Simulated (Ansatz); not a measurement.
`F[CH2][SnH2][Cl]` + `[CH3][InH][O][SiH3]` → `[SiH3][O][SnH2][Cl]` + `[CH3][InH][CH2]F`  (redistribution)

Calculated with Ansatz (gas phase, PBE0-D4/def2-TZVP geometries, no zero-point term in ΔE). CCSD(T)/CBS adds triple-zeta CCSD(T) − MP2 to the extrapolated MP2 energy (def2 sets, frozen cores). DFT in def2-TZVPP. B3LYP here is the variant with VWN-RPA as its local correlation; programs differ in this. def2 core potentials past Kr. For In, Sn outer-core shells are correlated without core-valence functions, which leaves a few kJ/mol of doubt a bond. One conformer a species, not always the lowest.

| level | ΔE (kJ/mol) |
| --- | --- |
| B3LYP-D4 | 29.3 |
| B3LYP | 29.9 |
| MP2/def2-QZVPP | 31.3 |
| HF/CBS(def2) | 23.6 |

Question: What does CCSD(T)/CBS give? (An estimate is asked.)

Answer: Computed: +30.8 kJ/mol. The listed levels differ from it by -1.5, -0.9, 0.5, -7.2 kJ/mol.

Largest T1 diagnostic among the species: 0.014.

In def2-TZVPP, CCSD(T) changes the Hartree–Fock value by +4.8 kJ/mol (the triples alone add +0.8 kJ/mol) and MP2 by +6.1 kJ/mol.
